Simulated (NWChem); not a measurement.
Molecule: SnH2S2Cl2; SMILES [Cl][Sn]([SH])([SH])[Cl]

```xyz
7

S      1.3095     1.7019     1.0788
Sn     0.0095     0.0001     0.0001
S      1.3089    -1.7003    -1.0815
Cl    -1.3684     1.1448    -1.4995
Cl    -1.3637    -1.1465     1.5026
H      2.0449     0.7843     1.7488
H      2.0334    -0.7825    -1.7630
```
Atoms are numbered in this order, from 1.

Results from NWChem. All runs use the structure optimised with PBE0/def2-SVP. Not confirmed as a minimum by frequencies. def2 effective core potentials on Sn; no spin-orbit coupling. Level M06-2X/def2-SVP: energy and gradient on several grids; changes count from the extra-fine grid, which is no exact limit either.

### Question
Which is the coarsest grid (xcoarse; xfine; fine; medium; coarse) from which on the energy stays within 100 μHa and each gradient component within 200 μHa/bohr of xfine?

### Answer
medium.
```tsv
grid	size of the energy change (μHa)	largest change of a gradient component (μHa/bohr)
xcoarse	6000	900
coarse	30	800
medium	30	60
fine	< 10	100
xfine	< 10	< 30
```
